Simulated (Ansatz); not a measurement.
Consider the redistribution: `[F][GeH]([F])[Cl]` + `FBO[SiH3]` → `[F][GeH]([Cl])[O][SiH3]` + `FBF`.

Gas-phase electronic energies from Ansatz, PBE0-D4/def2-TZVP geometries. CBS: MP2 limit from def2 TZ/QZ plus the TZ coupled-cluster correction, frozen cores. This one scheme is used for every species. Functionals use def2-TZVPP. HSE06 is defined as in plane-wave codes. For Ge outer-core shells are correlated without core-valence functions, which leaves a few kJ/mol of doubt a bond. Scalar relativity is left out up to krypton. Each species was taken in one conformer, which may not be the lowest.

```
             level  ΔE (kJ/mol)  difference from CCSD(T)/CBS
         revPBE-D4         -0.1                          6.0
          HSE06-D4         -2.0                          4.1
      CAM-B3LYP-D4         -1.6                          4.5
               PBE          4.2                         10.3
              BLYP          5.7                         11.8
           r2SCAN0         -1.0                          5.1
  CCSD(T)/def2-SVP         -8.1                         -2.0
     HF/def2-TZVPP         -3.7                          2.4
SCS-MP2/def2-TZVPP         -6.5                         -0.4
   CCSD/def2-TZVPP         -6.5                         -0.4
       CCSD(T)/CBS         -6.1                            0
```

Largest T1 diagnostic among the species: 0.013.

From BLYP to BHLYP (50 % exact exchange), in def2-TZVPP and without D4, ΔE moves by −5.5 kJ/mol. Leaving LDA and LC-ωPBE aside and taking each functional with its dispersion term where it has one, the values, not all of them listed here, spread over 6.8 kJ/mol, from BHLYP-D4 to B97M-V. The D4 term adds −5.6 kJ/mol with B3LYP and −3.3 kJ/mol with PBE0; it sums over pairs of atoms, weighted by their polarisabilities, and B3LYP, whose exchange is more repulsive, gets the larger term.

B3LYP here is the variant with VWN-RPA as its local correlation; programs differ in this.
